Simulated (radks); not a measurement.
Question: The table gives one normalised radial function P(r) = r R(r) of Ca2+ in [Ar] (r in bohr). All-electron calculation, scalar-relativistic Kohn-Sham, PBE, spin-unpolarised, spherical densities, point nucleus. Program: a radial shooting solver on a logarithmic mesh with Libxc functionals.

r,P
0.005701,0.0082
0.007247,0.0129
0.009213,0.0202
0.01162,0.0312
0.01477,0.0486
0.01863,0.0741
0.02368,0.1134
0.02986,0.1692
0.03796,0.2521
0.04788,0.3637
0.06086,0.5186
0.07737,0.7174
0.09758,0.9472
0.124,1.2067
0.1564,1.4461
0.1989,1.6306
0.2508,1.6925
0.3188,1.5936
0.4021,1.3398
0.5111,0.9689
0.6498,0.5863
0.8195,0.2946
1.042,0.1115
1.314,0.0319
1.67,0.0059
2.106,0.0007
2.677,0.0000
3.377,0.0000
4.293,0.0000

Which n and l does it have? It may be an empty orbital.

Answer: n = 2, l = 1: the number of nodes gives n - l - 1 = 0, the rise at small r (about r^(l+1)) gives l, and the extent must fit the shell. The curve is that of 2p. 2p: eigenvalue -350.20 eV, 0 radial nodes, <r> = 0.328 bohr, 90 % of the charge inside 0.541 bohr.
